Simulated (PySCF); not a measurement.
# Reading the logs of faulty runs: FH4Si2

Calculated results; nothing here was measured. They come from PySCF 2.14.0, an open-source quantum chemistry program, on an isolated molecule that a program drew, which may never have been made. The molecule is FH4Si2 (charge 0, doublet), drawn as the SMILES string `F[SiH2][SiH2]`.

Each row is a Hartree-Fock (HF) and frozen-core CCSD(T) single point in the cc-pV(D+d)Z basis, meant for a local HF minimum. Run 1 is clean. Each other run has one planted mistake out of seven kinds, and not every kind appears here: one electron removed, one electron added, multiplicity raised by two, geometry at a saddle point, minimal basis STO-3G, one bond length entered in bohr, all coordinates scaled. The reference is restricted for singlets and unrestricted otherwise, and also for a bond in bohr. Adding or removing an electron swaps singlet and doublet. Electrons count all cores. HOMO and LUMO are orbital energies over both spins, the gradient is its largest component, and the lowest frequency (negative if imaginary) is given only where the gradient is small. Bond lengths are over the 6 bonds as drawn. T1 is the CCSD diagnostic: over 0.02 (restricted) or 0.045 (unrestricted) a single reference is doubtful.

Geometry of the clean run:
```xyz
7
FH4Si2, angstrom
F    -3.1391    1.2315    1.1380
Si   -2.2853    0.0104    1.7793
Si   -0.8423   -0.8236    0.1216
H    -3.2378   -1.0332    2.2046
H    -1.5853    0.5530    2.9604
H     0.2130    0.1317   -0.2897
H    -0.2353   -2.1187    0.5130
```

```
run,electrons,basis functions,<S^2>,HOMO (eV),LUMO (eV),gradient (hartree/bohr),lowest frequency (cm^-1),mean bond (Å),longest bond (Å),T1,HF (hartree),CCSD(T) (hartree),mistake
1,41,80,0.758,-9.11,0.77,6.6e-06,102,1.6482,2.351,0.0137,-679.65686,-680.07625,no fault
2,41,80,1.432,-9.29,0.63,1.0e-02,-,1.8671,2.790,0.0392,-679.55186,-679.96327,one bond length entered in bohr
3,40,80,0.000,-17.78,-7.37,5.5e-02,-,1.6482,2.351,0.0153,-679.35394,-679.76544,one electron removed
4,41,80,3.758,-4.80,-2.30,3.2e-02,-,1.6482,2.351,0.0242,-679.43164,-679.84822,?
5,41,27,0.754,-6.27,6.24,2.7e-02,-,1.6482,2.351,0.0083,-671.53567,-671.65316,?
```

**Which mistake was planted in run 4, and what did it cost?**

Electrons, basis and geometry are unchanged, and <S^2> is 3.758, beside S(S+1) = 3.75 for a multiplicity of 4. So the mistake is: multiplicity raised by two. Subtracting run 1 and multiplying by 627.51 kcal/mol a hartree, the energy moved by 141.3 kcal/mol in HF and 143.1 kcal/mol in CCSD(T).

**Which mistake was planted in run 5, and what did it cost?**

It has 27 basis functions where the clean run has 80, with the same electrons and geometry. So the mistake is: minimal basis STO-3G. Subtracting run 1 and multiplying by 627.51 kcal/mol a hartree, the energy moved by 5096.1 kcal/mol in HF and 5285.6 kcal/mol in CCSD(T).

